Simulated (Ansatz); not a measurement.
System: MnH, charge 0, multiplicity 7. The spin state was set by rule; other spins were not relaxed. SMILES: [MnH]
Geometry: optimised at B3LYP-D3(BJ)/def2-TZVP (Ansatz, a program for electronic structure).

Wanted: vertical ionisation energy (to the sextet state of charge +1; each state is the SCF solution reached for its spin; the UHF <S^2> is 8.94 for the sextet (pure: 8.75)), in eV. Correlated levels leave the core frozen unless marked. UHF or UKS for open shells. Spin-orbit coupling is left out. Frozen are the shells of the preceding noble gas and the d and f shells that filled before the atom's block. Non-relativistic. Basis-set limits of correlation are two-point, X^-3; Hartree-Fock from the larger set.

```tsv
level	program	vertical ionisation energy (eV)
SVWN5/def2-TZVPD	Ansatz	7.11
```

Q: Estimate the value at CCSD(T)/CBS(def2-TZVPPD,def2-QZVPPD) as computed with Ansatz.

A: 7.04 eV
